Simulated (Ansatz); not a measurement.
Ansatz (an electronic-structure program) input file for CH11N3Si2, SMILES NC[Si@H](N)[SiH2]N, PBE/def2-SVPD. Coordinates come from a ωB97X-D3(BJ)/def2-SVP optimisation. The structure was generated by enumeration; whether it is a known compound was not checked. Other conformers were not sampled.

Ansatz 0.2 input:
```yaml
crystal:
  periodic: [false, false, false]
  atoms:
    - {symbol: N, position_ang: [-2.96664363, -0.63636223, 0.14346198]}
    - {symbol: C, position_ang: [-1.69560468, -1.03131671, -0.46585376]}
    - {symbol: Si, position_ang: [-0.28449364, -0.30433997, 0.57078476]}
    - {symbol: N, position_ang: [-0.48970002, 1.38971056, 0.93525300]}
    - {symbol: Si, position_ang: [1.75247553, -0.33663706, -0.58415805]}
    - {symbol: N, position_ang: [2.27605433, 1.32768981, -0.49365439]}
    - {symbol: H, position_ang: [-3.05943546, 0.37793549, 0.10756875]}
    - {symbol: H, position_ang: [-3.75945533, -1.01595879, -0.37176754]}
    - {symbol: H, position_ang: [-1.59662742, -2.13155254, -0.42931886]}
    - {symbol: H, position_ang: [-1.58014338, -0.74577450, -1.53409206]}
    - {symbol: H, position_ang: [-0.24503405, -1.03909697, 1.87013367]}
    - {symbol: H, position_ang: [-1.19116594, 1.71699191, 1.59034457]}
    - {symbol: H, position_ang: [-0.27556012, 2.07909901, 0.22203229]}
    - {symbol: H, position_ang: [1.58311010, -0.70106573, -2.02627103]}
    - {symbol: H, position_ang: [2.71048715, -1.34885947, -0.02247970]}
    - {symbol: H, position_ang: [2.14858854, 1.78585561, 0.40468446]}
    - {symbol: H, position_ang: [3.14914247, 1.61673773, -0.92390992]}
basis:
  gaussian:
    orbitals: def2-SVPD
hamiltonian:
  xc: {name: PBE}
```

It prints:

```
WARN ansatz: RAYON_NUM_THREADS=2 ignored (pool sized by the plan → 2); use --threads N
Functional definition: PBE
integrals: 0.19 GiB planned
1854 factors; their error is unknown
mean field: 1.19 GiB planned
mean field evaluation 1: about -21397.6452 eV, gradient 1.0e2 eV
mean field evaluation 2: about -21315.1022 eV, gradient 2.0e2 eV
mean field evaluation 4: about -21418.5611 eV, gradient 1.3e1 eV
mean field evaluation 8: about -21419.0547 eV, gradient 1.5e-1 eV
mean field evaluation 16: about -21418.9783 eV, gradient 1.2e-3 eV
mean field -21418.97828845 eV, -787.1329337956 hartree, gradient 3.7e-5 eV, S^2 0.000000; 0 other end points of the search recorded, 0 dependent functions left out
reference -21418.97834369 eV, -787.1329358258 hartree; 33, 33 occupied and 183, 183 virtual orbitals, 1854 factors
Total energy: -21418.97834369 eV, -787.1329358258 hartree
```

The run converged.

Cost: roughly 6 core-seconds.
